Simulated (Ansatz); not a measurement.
`BOC=N`. Charge 0, multiplicity 1.

```xyz
8

B     0.694    0.828    1.032
O    -0.226    0.877    0.029
C    -0.648   -0.220   -0.645
N     0.138   -1.139   -0.970
H     1.030   -0.222    1.487
H     1.078    1.886    1.429
H    -1.712   -0.146   -0.878
H    -0.354   -1.865   -1.484
```

Q: List the harmonic frequencies (cm⁻¹, unscaled) at PBE0-D4/def2-TZVP in Ansatz. (An estimate is asked.)

A: Computed: 181, 280, 368, 684, 861, 952, 1036, 1046, 1065, 1160, 1269, 1361, 1410, 1744, 2599, 2703, 3116, 3543.

Q: Is this a minimum?

A: Yes, all 18 modes are real.

Q: Give the ideal-gas thermochemistry at 298.15 K and 1 bar (rigid rotor, harmonic oscillator; point group C1, symmetry number 1).

A: Zero-point energy 151.8 kJ/mol; H(298) − E = 166.3 kJ/mol; entropy 282.1 J/(mol·K), of which translation 159.2, rotation 98.2, vibration 24.7; G(298) − E = 82.2 kJ/mol.

Q: And at 400, 500, 600, 800 and 1000 K?

A: 
| T (K) | H − E (kJ/mol) | S (J/mol/K) | G − E (kJ/mol) |
| --- | --- | --- | --- |
| 400 | 174.2 | 304.7 | 52.3 |
| 500 | 183.3 | 325.1 | 20.8 |
| 600 | 193.8 | 344.1 | -12.7 |
| 800 | 217.6 | 378.3 | -85.0 |
| 1000 | 244.4 | 408.1 | -163.7 |

Q: Rotational constants (cm⁻¹)?

A: 0.8248, 0.2143, 0.1759.
